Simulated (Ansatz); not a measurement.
A made-up structure of SiCl$_{2}$O, closed shell:

```json
{"atom": "O1", "x (Å)": "0.7227", "y (Å)": "1.1826", "z (Å)": "1.3304"}
{"atom": "Si2", "x (Å)": "0.0881", "y (Å)": "0.1441", "z (Å)": "0.1621"}
{"atom": "Cl3", "x (Å)": "0.7160", "y (Å)": "-1.9852", "z (Å)": "-0.1804"}
{"atom": "Cl4", "x (Å)": "-1.5267", "y (Å)": "0.6585", "z (Å)": "-1.3122"}
```

It is relaxed with PBE-D4/def2-SVP and then PBE0-D4/def2-TZVP (Ansatz 0.2.0). Atoms count as bonded within 1.22 times the sum of their covalent radii (H–H: 0.88 Å). The end point is not checked to be a true minimum.

(1) Does its bonding change? (Judge from chemistry; the calculation decides.)

Results:

(1) Computed: No: no bond forms or breaks.

Where it ends: The first stage lowers the energy by 1.03 eV in 6 steps. It ends as SiCl₂O ([O][Si]([Cl])[Cl]):
O1  (0.645, 1.056, 1.188)
Si2  (0.079, 0.129, 0.145)
Cl3  (0.639, -1.773, -0.161)
Cl4  (-1.363, 0.588, -1.172)
(Å)

Labels in which every atom is bracketed show which atoms are joined, not bond orders.

For scale, one of the runs: PBE0-D4/def2-TZVP relaxation, 142 basis functions, launched by `ansatz run in.yaml --threads 2 --pin off --events-out ev --progress --plain --max-ram 4352MiB`. The run took about 13 s on 2 CPU threads of an Arm Neoverse V2 (shared host).
